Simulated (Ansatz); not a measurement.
Isolated molecules relaxed with PBE0-D4/def2-TZVP in Ansatz; ΔE leaves out vibrations. CCSD(T)/CBS is the MP2 limit (def2-TZVPP, def2-QZVPP) plus CCSD(T) − MP2 in def2-TZVPP, frozen cores. This one scheme is used for every species. Functionals use def2-TZVPP. One conformer a species, not always the lowest.

Consider the cleavage of the B–P bond: `BP[SiH](C)F` + `CO[SiH2]N` → `BN[SiH2]OC` + `C[SiH](F)P`.

| level | ΔE (eV) |
| --- | --- |
| r2SCAN-D4 | -0.86 |
| r2SCAN | -0.86 |
| SCS-MP2/def2-TZVPP | -0.97 |
| HF/def2-QZVPP | -1.05 |

Question: What does CCSD(T)/CBS give? (Estimate.)

Answer: Computed: -0.90 eV. The listed levels differ from it by 0.04, 0.04, -0.07, -0.15 eV.

Largest T1 diagnostic among the species: 0.015.

In def2-TZVPP, CCSD(T) changes the Hartree–Fock value by +0.10 eV (the triples alone add +0.02 eV) and MP2 by +0.12 eV.
